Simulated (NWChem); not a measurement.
The numbers come from NWChem runs, not from measurements. System: CH₄N, charge 0, spin multiplicity 2, at a geometry optimised with UB3LYP/def2-SVP. The structure started from a generated list of species. Its SCF solution wasn't tested for a lower state. Level: UHF/6-311G** (spherical d).

Job file:

```
start mol
memory heap 200 mb stack 900 mb global 1100 mb
geometry units angstroms nocenter noautoz
  C      0.595274    -0.182255     0.000000
  N     -0.729224     0.369201     0.000000
  H      0.775562    -0.833645     0.882748
  H      1.359578     0.611799     0.000000
  H      0.775562    -0.833645    -0.882748
  H     -1.377780    -0.435383     0.000000
  symmetry group Cs
end
basis spherical
  * library 6-311g**
end
scf
  uhf
  nopen 1
  maxiter 100
  thresh 1e-7
  semidirect memsize 60000000 filesize 0
  # guess.movecs holds the orbitals of an unrestricted PBE0 run
  vectors input guess.movecs output mol.movecs
end
task scf energy
```

Output (cleaned and shortened):

```
             Northwest Computational Chemistry Package (NWChem) 7.3.0
             --------------------------------------------------------

                                NWChem Input Module
                                -------------------

 Scaling coordinates for geometry "geometry" by  1.889725989
 (inverse scale =  0.529177249)

 Turning off AUTOSYM since
 SYMMETRY directive was detected!

                             Geometry "geometry" -> ""
                             -------------------------

 Output coordinates in angstroms (scale by  1.889725989 to convert to a.u.)

  No.       Tag          Charge          X              Y              Z
 ---- ---------------- ---------- -------------- -------------- --------------
    1 C                    6.0000     0.59527400    -0.18225500     0.00000000
    2 N                    7.0000    -0.72922400     0.36920100     0.00000000
    3 H                    1.0000     0.77556200    -0.83364500     0.88274800
    4 H                    1.0000     1.35957800     0.61179900     0.00000000
    5 H                    1.0000     0.77556200    -0.83364500    -0.88274800
    6 H                    1.0000    -1.37778000    -0.43538300     0.00000000

 Effective nuclear repulsion energy (a.u.)      36.0412125911

            Nuclear Dipole moment (a.u.)
            ----------------------------
        X                 Y               Z
 ---------------- ---------------- ----------------
    -0.0000037795     0.0000056692     0.0000000000

      Symmetry information
      --------------------

 Group name             Cs
 Group number              2
 Group order               2
 No. of unique centers     5

      Symmetry unique atoms

     1    2    3    4    6


 Summary of "ao basis" -> "" (spherical)
 ------------------------------------------------------------------------------
       Tag                 Description            Shells   Functions and Types
 ---------------- ------------------------------  ------  ---------------------
 *                          6-311g**                  on all atoms

 Summary of "ao basis" -> "ao basis" (spherical)
 ------------------------------------------------------------------------------
       Tag                 Description            Shells   Functions and Types
 ---------------- ------------------------------  ------  ---------------------
 C                          6-311g**                 8       18   4s3p1d
 N                          6-311g**                 8       18   4s3p1d
 H                          6-311g**                 4        6   3s1p

                                 NWChem SCF Module
                                 -----------------

  ao basis        = "ao basis"
  functions       =    60
  atoms           =     6
  alpha electrons =     9
  beta  electrons =     8
  charge          =   0.00
  wavefunction    = UHF
  use symmetry    = T
  symmetry adapt  = T

 Summary of "ao basis" -> "ao basis" (spherical)
 ------------------------------------------------------------------------------
       Tag                 Description            Shells   Functions and Types
 ---------------- ------------------------------  ------  ---------------------
 C                          6-311g**                 8       18   4s3p1d
 N                          6-311g**                 8       18   4s3p1d
 H                          6-311g**                 4        6   3s1p

      Symmetry analysis of basis
      --------------------------

[...]
    38      0.206921  3 H  s                 50     -0.206921  5 H  s
     5      0.191014  1 C  pz

 Vector    7  Occ=1.000000D+00  E=-5.494970D-01  Symmetry=a'
              MO Center=  2.1D-01,  1.6D-01, -2.8D-16, r^2= 1.8D+00
   Bfn.  Coefficient  Atom+Function         Bfn.  Coefficient  Atom+Function
  ----- ------------  ---------------      ----- ------------  ---------------
     7      0.274727  1 C  px                25     -0.227388  2 N  px
    44      0.210731  4 H  s                  3      0.163012  1 C  px
    11      0.160663  1 C  px                29     -0.160917  2 N  px

 Vector    8  Occ=1.000000D+00  E=-4.164796D-01  Symmetry=a'
              MO Center= -4.5D-01,  3.7D-01,  8.0D-18, r^2= 1.6D+00
   Bfn.  Coefficient  Atom+Function         Bfn.  Coefficient  Atom+Function
  ----- ------------  ---------------      ----- ------------  ---------------
    30      0.344736  2 N  py                28      0.322458  2 N  s
    26      0.313909  2 N  py                22      0.212825  2 N  py
    24      0.192638  2 N  s                 56     -0.163797  6 H  s
    44     -0.153580  4 H  s                  8     -0.150462  1 C  py

 Vector    9  Occ=0.000000D+00  E= 1.413865D-01  Symmetry=a"
              MO Center= -4.4D-01,  1.4D-01, -6.8D-16, r^2= 2.0D+00
   Bfn.  Coefficient  Atom+Function         Bfn.  Coefficient  Atom+Function
  ----- ------------  ---------------      ----- ------------  ---------------
    31      0.611501  2 N  pz                39     -0.446086  3 H  s
    51      0.446086  5 H  s                 13      0.296854  1 C  pz
    27      0.256860  2 N  pz                23      0.202803  2 N  pz
    38     -0.184710  3 H  s                 50      0.184710  5 H  s

 Vector   10  Occ=0.000000D+00  E= 1.557847D-01  Symmetry=a'
              MO Center=  2.3D-01, -8.0D-01, -6.1D-17, r^2= 5.3D+00
   Bfn.  Coefficient  Atom+Function         Bfn.  Coefficient  Atom+Function
  ----- ------------  ---------------      ----- ------------  ---------------
    10      1.782919  1 C  s                 39     -0.922114  3 H  s
    51     -0.922114  5 H  s                 57     -0.752141  6 H  s
    45     -0.487230  4 H  s                 28      0.391504  2 N  s
    12     -0.293478  1 C  py                29     -0.254211  2 N  px
    11      0.233231  1 C  px

 Vector   11  Occ=0.000000D+00  E= 1.946363D-01  Symmetry=a'
              MO Center= -2.0D-01, -8.8D-02, -3.1D-18, r^2= 6.7D+00
   Bfn.  Coefficient  Atom+Function         Bfn.  Coefficient  Atom+Function
  ----- ------------  ---------------      ----- ------------  ---------------
    57     -1.419499  6 H  s                 45      1.321129  4 H  s
    10     -1.002724  1 C  s                 28      0.732283  2 N  s
    12     -0.344394  1 C  py                11     -0.323988  1 C  px
    39      0.278497  3 H  s                 51      0.278497  5 H  s
    30     -0.243837  2 N  py                29     -0.204065  2 N  px

 center of mass
 --------------
 x =  -0.09583598 y =   0.09314165 z =   0.00000000

 moments of inertia (a.u.)
 ------------------
          20.619840676847          17.345470379489           0.000000000000
          17.345470379489          64.923679349523           0.000000000000
           0.000000000000           0.000000000000          74.325498355412

  Mulliken analysis of the total density
  --------------------------------------

    Atom       Charge   Shell Charges
 -----------   ------   -------------------------------------------------------
    1 C    6     6.14   1.10  0.89  0.58  0.72  1.56  0.43  0.79  0.08
    2 N    7     7.30   1.09  0.90  0.70  0.91  1.65  0.83  1.18  0.03
    3 H    1     0.91   0.26  0.52  0.10  0.02
    4 H    1     0.90   0.26  0.53  0.09  0.02
    5 H    1     0.91   0.26  0.52  0.10  0.02
    6 H    1     0.84   0.27  0.48  0.05  0.04

  Mulliken analysis of the alpha density
  --------------------------------------

    Atom       Charge   Shell Charges
 -----------   ------   -------------------------------------------------------
    1 C    6     2.99   0.55  0.45  0.28  0.35  0.75  0.20  0.36  0.04
    2 N    7     4.20   0.55  0.45  0.46  0.48  1.07  0.45  0.75  0.01
    3 H    1     0.48   0.14  0.28  0.05  0.01
    4 H    1     0.45   0.13  0.26  0.04  0.01
    5 H    1     0.48   0.14  0.28  0.05  0.01
    6 H    1     0.38   0.13  0.21  0.02  0.02

   Mulliken analysis of the beta density
   -------------------------------------

    Atom       Charge   Shell Charges
 -----------   ------   -------------------------------------------------------
    1 C    6     3.15   0.55  0.45  0.30  0.37  0.81  0.23  0.42  0.03
    2 N    7     3.09   0.55  0.45  0.24  0.44  0.59  0.39  0.43  0.01
    3 H    1     0.42   0.12  0.24  0.05  0.01
    4 H    1     0.45   0.13  0.26  0.04  0.01
    5 H    1     0.42   0.12  0.24  0.05  0.01
    6 H    1     0.46   0.14  0.27  0.03  0.02

   Mulliken analysis of the spin density
   -------------------------------------

    Atom       Charge   Shell Charges
 -----------   ------   -------------------------------------------------------
    1 C    6    -0.16  -0.00  0.00 -0.02 -0.01 -0.06 -0.03 -0.06  0.01
    2 N    7     1.11  -0.00 -0.00  0.21  0.04  0.48  0.06  0.32 -0.00
    3 H    1     0.06   0.01  0.04  0.01 -0.00
    4 H    1     0.00   0.00  0.00  0.00 -0.00
    5 H    1     0.06   0.01  0.04  0.01 -0.00
    6 H    1    -0.07  -0.02 -0.05 -0.01  0.01

       Multipole analysis of the density wrt the origin
       ------------------------------------------------

     L   x y z        total         alpha         beta         nuclear
     -   - - -        -----         -----         ----         -------
     0   0 0 0     -0.000000     -9.000000     -8.000000     17.000000

     1   1 0 0      0.238503      0.730600     -0.492093     -0.000004
     1   0 1 0     -0.745575     -0.650237     -0.095344      0.000006
     1   0 0 1      0.000000      0.000000      0.000000      0.000000

     2   2 0 0     -9.649417    -25.268427    -22.942068     38.561078
     2   1 1 0      1.599396      5.704449      4.454780     -8.559834
     2   1 0 1      0.000000      0.000000      0.000000      0.000000
     2   0 2 0    -10.829613    -11.479873    -10.445934     11.096194
     2   0 1 1      0.000000      0.000000     -0.000000      0.000000
     2   0 0 2     -9.965769     -8.631937     -6.899293      5.565461

 Task  times  cpu:        0.3s     wall:        0.3s

 Total times  cpu:        0.3s     wall:        0.3s
```
